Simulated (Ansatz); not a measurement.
| atom | x (Å) | y (Å) | z (Å) |
| --- | --- | --- | --- |
| C | 0.0000 | 0.0000 | 0.0000 |
| O | 0.0000 | 0.0000 | 1.1600 |
| O | 0.0000 | 0.0000 | -1.1600 |

Basis set: pcseg-2 (spherical functions). Charge 0, multiplicity 1.

Computed with Ansatz (development build ahead of 0.2.0); each method stands on the lowest determinant of its kind that the runs found.

**Question.** Give the atomization energy at this shape (free ground-state atoms in the same class of orbitals less the molecule, no zero-point energy) of singlet CO₂ by RHF, UHF.

**Answer.**

| method | atomization energy |
| --- | --- |
| RHF | 11.19 eV |
| UHF | 10.72 eV |

The shape needn't be a minimum at these levels.
